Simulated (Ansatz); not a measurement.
`C[O][In]([NH2])[NH2]` and `[NH2][In]([NH2])[NH2]` differ in one atom or group.

Ansatz, PBE0-D4/def2-TZVP geometries, multiplicity 1. Each molecule was computed in one conformer, which needn't be the lowest.

Elements past krypton have def2 core potentials.

| property | `C[O][In]([NH2])[NH2]` |
| --- | --- |
| LUMO energy (PBE0/def2-TZVPP) / eV | -1.07 |
| HOMO–LUMO gap (ωB97M-V/def2-TZVPP) / eV | 10.03 |
| HOMO–LUMO gap (B3LYP/def2-TZVPP) / eV | 5.46 |
| HOMO energy (PBE0/def2-TZVPP) / eV | -7.10 |
| ideal-gas entropy at 298 K and 1 bar (rigid rotor, harmonic PBE0-D4/def2-TZVP) / J/(mol·K) | 404 |
| LUMO energy (ωB97M-V/def2-TZVPP) / eV | 0.57 |

What does the change do to each property? (Best estimate.)

Ansatz gave: 
```tsv
property	`[NH2][In]([NH2])[NH2]`	shift
LUMO energy (PBE0/def2-TZVPP) / eV	-0.63	0.44
HOMO–LUMO gap (ωB97M-V/def2-TZVPP) / eV	10.15	0.12
HOMO–LUMO gap (B3LYP/def2-TZVPP) / eV	5.54	0.08
HOMO energy (PBE0/def2-TZVPP) / eV	-6.77	0.33
ideal-gas entropy at 298 K and 1 bar (rigid rotor, harmonic PBE0-D4/def2-TZVP) / J/(mol·K)	363	-41
LUMO energy (ωB97M-V/def2-TZVPP) / eV	1.02	0.45
```

With PBE0 the HOMO rises by 0.33 eV and the LUMO rises by 0.44 eV, so the gap widens by about 0.11 eV. PBE moves the HOMO by 0.21 eV and ωB97M-V by 0.34 eV. The zero-point energy changes by -42.7 kJ/mol with -6 modes. Modes under 60 cm⁻¹, often nearly free rotors, make the harmonic entropy too high.

B3LYP here is the variant with VWN-RPA as its local correlation; programs differ in this.
